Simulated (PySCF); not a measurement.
C3H9FInN, SMILES C[N](C)[In]([CH3])[F]. Atoms are numbered in the order given.

```xyz
15

In     0.0211     0.5138     0.0000
F      2.0106     0.7203     0.0000
C     -1.2320     2.2633     0.0000
H     -1.0030     2.8587    -0.9033
H     -1.0030     2.8587     0.9033
H     -2.2970     1.9675     0.0000
N     -0.2452    -1.5073     0.0000
C      0.9048    -2.3863     0.0000
C     -1.5245    -2.1746     0.0000
H      0.9208    -3.0539     0.8976
H      0.9208    -3.0539    -0.8976
H      1.8385    -1.7892     0.0000
H     -1.6588    -2.8322    -0.8961
H     -1.6588    -2.8322     0.8961
H     -2.3617    -1.4458     0.0000
```

Coordinates come from a PBE-D3(BJ)/def2-SVP optimisation. The def2 effective core potentials stand for the cores of In; spin–orbit coupling is left out. One conformer was computed; it need not be the lowest.

Method: PBE-D3(BJ)/def2-SVP in PySCF 2.14.0.

Frequencies are harmonic and unscaled.

```
mode  ν (cm⁻¹)  IR (km/mol)   moving atoms (share of kinetic energy)
----  --------  -----------  ---------------------------------------
1           40          0.1                                   H 98 %
2           69          0.5           C 51 %, H 27 %, N 11 %, In 9 %
3           70          0.8                  C 57 %, H 25 %, In 12 %
4           91          9.7  H 27 %, N 24 %, F 23 %, C 14 %, In 12 %
5          113          0.0  H 34 %, C 21 %, F 17 %, N 17 %, In 12 %
6          124         17.2            F 66 %, C 16 %, H 8 %, In 8 %
7          241          3.9                   C 44 %, N 23 %, H 21 %
8          249          1.6                                   H 90 %
9          279          3.7                           H 85 %, N 11 %
10         284          6.6                  C 54 %, H 28 %, In 16 %
11         478          0.4                   C 63 %, H 21 %, N 11 %
12         524         28.5          C 42 %, H 23 %, N 19 %, In 14 %
13         561         54.1                          F 82 %, In 15 %
14         706         18.1                           H 85 %, C 14 %
15         724         42.7                           H 84 %, C 15 %
16         978        108.4                   C 44 %, H 33 %, N 23 %
17        1055          3.6                           H 74 %, C 24 %
18        1075          0.1                           H 80 %, C 20 %
19        1110          0.3                   H 71 %, C 19 %, N 10 %
20        1135          1.2                           H 83 %, C 17 %
21        1222         52.3                   N 54 %, C 32 %, H 14 %
22        1238         17.4                   N 38 %, H 36 %, C 26 %
23        1377          2.6                           H 89 %, C 10 %
24        1380          2.1                                   H 95 %
25        1381          1.7                                   H 94 %
26        1390          2.0                                   H 97 %
27        1399         30.9                           H 83 %, C 17 %
28        1409          4.6                                   H 96 %
29        1426         29.3                                   H 96 %
30        1447          4.2                                   H 95 %
31        2867         93.9                                   H 97 %
32        2876        218.0                                   H 97 %
33        2908         99.8                            H 91 %, C 9 %
34        2924         18.2                           H 90 %, C 10 %
35        2999          1.7                                   H 98 %
36        3024         19.9                            H 91 %, C 9 %
37        3052          1.7                            H 91 %, C 9 %
38        3118          0.1                           H 90 %, C 10 %
39        3124          0.8                           H 90 %, C 10 %
```
